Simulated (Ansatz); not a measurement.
Two isomers of CH5FS2Si: A = `FC([SiH3])SS`, B = `CS[SiH](F)S`.

Isolated molecules relaxed with PBE0-D4/def2-TZVP in Ansatz; ΔE leaves out vibrations. CCSD(T)/CBS is the MP2 limit (def2-TZVPP, def2-QZVPP) plus CCSD(T) − MP2 in def2-TZVPP, frozen cores. DFT in def2-TZVPP. B3LYP here is the variant with VWN-RPA as its local correlation; programs differ in this. Each species was taken in one conformer, which may not be the lowest.

Q: Which isomer does CCSD(T)/CBS put lower? Give the gap. (Estimate.)

A: Computed: B, by 392.3 kJ/mol.

Q: Give E(B) − E(A) in kJ/mol with r2SCAN-D4, PBE-D4, CCSD/def2-TZVPP, MP2/def2-TZVPP, B2PLYP, ωB97M-V, B3LYP. (Estimate.)

A: The calculation gave: r2SCAN-D4 -384.4, PBE-D4 -361.8, CCSD/def2-TZVPP -392.7, MP2/def2-TZVPP -405.5, B2PLYP -387.2, ωB97M-V -382.1, B3LYP -376.0. None reverses the order clearly.

Largest T1 diagnostic: 0.013.

From PBE to PBE0 (25 % exact exchange), in def2-TZVPP and without D4, E(B) − E(A) moves by −16.3 kJ/mol.
